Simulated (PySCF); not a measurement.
An unknown gives this computed stick spectrum. The calculation used TDDFT CAM-B3LYP/def2-SVPD, vertical, gas phase, core orbitals frozen in the response in PySCF. Geometries: GFN2-xTB, one conformer each.

```
state  ν̃ (cm⁻¹)       f  main configurations (H = HOMO, L = LUMO)
   S1      36160   0.043                    H-2→L (49%), H→L (46%)
   S2      44930   0.260                    H→L (51%), H-2→L (42%)
   S3      47090   0.029                  H-1→L (79%), H→L+2 (16%)
   S4      50820  0.0097                               H-3→L (81%)
   S5      52910   0.012                               H→L+1 (83%)
   S6      54090   0.143                  H→L+2 (71%), H-1→L (14%)
   S7      56960   0.033              H-1→L+1 (83%), H-1→L+4 (10%)
   S8      58460   0.155                H-1→L+2 (70%), H→L+3 (16%)
```

Triplets computed (Tamm–Dancoff): 3.47, 4.08, 4.77 eV.

Orbital energies (eV): HOMO-3 -9.98, HOMO-2 -8.99, HOMO-1 -8.58, HOMO -7.87, LUMO 0.20, LUMO+1 1.26, LUMO+2 1.65.

Question: Which candidate is it? All have the formula C5H7N3.
A. `C=Cc1cnnn1C`
B. `C=CCN1N=CC=N1`
C. `Cc1cnn(C=C)n1`
D. `C=NC1=NN(C)C=C1`

Answer: D. Its S1, at 4.48 eV, is the lowest among the candidates; the nearest of the others has S1 at 5.22 eV. S1 is HOMO-2→LUMO (49%), HOMO→LUMO (46%). Löwdin shares by element: HOMO nitrogen 37% or more, carbon 29% or more (atoms not listed hold the other 34%); LUMO carbon 38% or more, nitrogen 36% or more (atoms not listed hold the other 27%). At the same level the other candidates give, for their lowest levels:
- `C=Cn1ncc(C)n1`: 5.35 eV (f 0.466); 6.00 eV (f 0.000); 6.82 eV (f 0.015); 6.86 eV (f 0.015); 6.88 eV (f 0.028); T1 3.57 eV; HOMO -8.09, LUMO 0.03 eV
- `C=Cc1cnnn1C`: 5.22 eV (f 0.367); 5.41 eV (f 0.002); 6.30 eV (f 0.041); 6.48 eV (f 0.010); 6.57 eV (f 0.004); T1 3.24 eV; HOMO -8.11, LUMO -0.26 eV
- `C=CCn1nccn1`: 6.48 eV (f 0.003); 6.57 eV (f 0.271); 7.34 eV (f 0.002); 7.42 eV (f 0.050); 7.47 eV (f 0.024); T1 4.52 eV; HOMO -8.96, LUMO 0.78 eV

Shape of the structure used: `[CH2:1]=[N:2][c:3]1[cH:4][cH:5][n:6]([CH3:7])[n:8]1`: C1–N2–C3–C4 161°.
